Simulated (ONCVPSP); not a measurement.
## PBEsol ONCV dataset for iodine (I), scalar-relativistic all-electron reference.

- Element: iodine
- Generator: ONCVPSP 4.0.1
- Type: optimised norm-conserving Vanderbilt (ONCV)
- Functional: PBEsol
- Relativity: scalar-relativistic
- Frozen core: [Ar] 3d10
- Valence charge: 25
- Reference configuration: 4s2 4p6 4d10 5s2 5p5
- Partial waves: 4s+5s: rc 1.15 bohr, ncon 4, nbas 8, qcut 10.1 1/bohr, 2 projectors; 4p+5p: rc 1.10 bohr, ncon 4, nbas 7, qcut 14.7 1/bohr, 2 projectors; 4d: rc 1.25 bohr, ncon 3, nbas 8, qcut 13.3 1/bohr, 2 projectors, debl 1.9 Ha; f scattering state at 0.38 Ha: rc 1.00 bohr, ncon 4, nbas 8, qcut 10.4 1/bohr, 2 projectors, debl 2.1 Ha
- Local potential: polynomial inside 0.85 bohr (lpopt 5, dvloc0 0 Ha)
- Core correction: none

What the tests gave:

```
Cutoffs needed           : 67 Ha and 79 Ha (the cutoffs (Ha) at which the residual kinetic energy of the hardest occupied pseudo-wave falls to 1 and 0.1 mHa per electron)
Ghost test               : no bound ghost flagged; GHOST(+) flagged for s at 280.6 eV
Largest excitation error : -93 meV (all-electron minus pseudo) for 4s2 4p5 4d10 5s2 5p5, out of 4 test configurations
```

Generation and tests took about 6.5 s on one core of a shared server CPU.
